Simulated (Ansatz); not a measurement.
`F[SiH2][SeH]` + H• → `F[SiH][SeH]`• + H₂  (hydrogen abstraction from the Si–H bond)

Computed with Ansatz on PBE0-D4/def2-TZVP structures; ΔE is electronic, products minus reactants. CCSD(T)/CBS is the MP2 limit (def2-TZVPP, def2-QZVPP) plus CCSD(T) − MP2 in def2-TZVPP, frozen cores. This one scheme is used for every species, atoms too. DFT in def2-TZVPP. No spin–orbit coupling; open shells (•) take unrestricted orbitals. For Se outer-core shells are correlated without core-valence functions, so the limit isn't a true one: a few kJ/mol of doubt a bond, and 10 to 20 or more in all where bonds break to atoms. Scalar relativity is left out up to krypton. One conformer a species, not always the lowest.

```csv
species,B97M-V energy (Eh)
`F[SiH2][SeH]`,-2792.28557
H•,-0.50030
`F[SiH][SeH]`•,-2791.63284
H₂,-1.17250
```

Work out ΔE.

ΔE = (-2791.63284) + (-1.17250) − (-2792.28557) − (-0.50030) = -0.01947 Eh = -51.1 kJ/mol. CCSD(T)/CBS gives -45.9 kJ/mol.

Largest T1 diagnostic among the species: 0.013.

From r2SCAN to r2SCAN0 (25 % exact exchange), in def2-TZVPP and without D4, ΔE moves by +5.3 kJ/mol. Leaving LDA and LC-ωPBE aside and taking each functional with its dispersion term where it has one, the values, not all of them listed here, spread over 32.6 kJ/mol, from BLYP-D4 to PBE-QIDH. LDA lies +4.2 kJ/mol from PBE without D4.
